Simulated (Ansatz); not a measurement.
The inner images of a band of H6SiSn (8 atoms, charge 0, multiplicity 1) are given out of order.

These are results of RKS B3LYP-D4/def2-SVPD (Ansatz), not measurements.

Initial state:

```xyz
8
Properties=species:S:1:pos:R:3
Sn -0.804 0.843 0.471
Si 0.851 -0.892 -0.499
H -0.188 2.439 0.298
H -2.317 0.764 -0.341
H -1.079 0.556 2.144
H 0.301 -2.269 -0.341
H 2.157 -0.812 0.216
H 1.079 -0.629 -1.948
```

Final state:

```xyz
8
Properties=species:S:1:pos:R:3
Sn -1.594 1.110 1.214
Si 0.757 -0.847 -0.351
H -0.519 -0.686 0.465
H -2.026 1.344 -0.506
H 0.000 1.882 0.925
H 0.733 -2.274 -0.771
H 1.906 -0.583 0.549
H 0.743 0.055 -1.524
```

Task: Put them in order from the first end to the last, with their energies above the first end.
A.
```xyz
8
Properties=species:S:1:pos:R:3
Sn -1.630 0.565 1.370
Si 0.902 -0.795 -0.599
H -0.359 0.021 -0.427
H -2.370 1.511 0.048
H -0.365 1.806 1.599
H 0.490 -2.194 -0.876
H 1.710 -0.708 0.642
H 1.623 -0.205 -1.757
```
B.
```xyz
8
Properties=species:S:1:pos:R:3
Sn -1.747 0.353 1.272
Si 0.974 -0.718 -0.640
H 0.028 0.345 -0.147
H -2.299 1.426 -0.050
H -0.750 1.669 1.958
H 0.209 -1.950 -0.953
H 1.979 -0.966 0.424
H 1.606 -0.159 -1.864
```
C.
```xyz
8
Properties=species:S:1:pos:R:3
Sn -0.894 0.721 0.519
Si 0.785 -0.946 -0.487
H 0.085 2.066 0.085
H -2.423 0.931 -0.234
H -1.083 0.755 2.225
H 0.510 -2.406 -0.533
H 2.030 -0.692 0.297
H 0.989 -0.429 -1.873
```
D.
```xyz
8
Properties=species:S:1:pos:R:3
Sn -1.599 0.890 1.364
Si 0.833 -0.857 -0.483
H -0.574 -0.476 -0.085
H -2.263 1.541 -0.165
H -0.116 1.880 1.184
H 0.763 -2.308 -0.796
H 1.744 -0.604 0.659
H 1.212 -0.065 -1.678
```
E.
```xyz
8
Properties=species:S:1:pos:R:3
Sn -1.317 0.275 0.737
Si 0.758 -0.746 -0.524
H 0.286 1.001 -0.004
H -2.207 1.439 -0.184
H -0.902 1.056 2.225
H 0.468 -2.207 -0.682
H 1.972 -0.622 0.324
H 0.941 -0.195 -1.893
```
F.
```xyz
8
Properties=species:S:1:pos:R:3
Sn -1.793 0.190 0.956
Si 0.955 -0.633 -0.620
H 0.182 0.542 -0.026
H -2.086 1.613 -0.079
H -0.904 1.141 2.180
H 0.251 -1.940 -0.703
H 2.128 -0.762 0.277
H 1.268 -0.150 -1.985
```
G.
```xyz
8
Properties=species:S:1:pos:R:3
Sn -1.036 0.527 0.614
Si 0.744 -0.918 -0.505
H 0.251 1.508 -0.008
H -2.389 1.191 -0.187
H -0.994 0.952 2.266
H 0.576 -2.378 -0.645
H 1.951 -0.598 0.315
H 0.898 -0.285 -1.849
```

Result: C (+0.14 eV), G (+0.73 eV), E (+1.47 eV), F (+0.74 eV), B (+0.65 eV), A (+0.64 eV), D (+0.61 eV).

The run took 4 min on 2 threads of Arm Neoverse V2, on a shared host, peak memory 0.24 GiB.
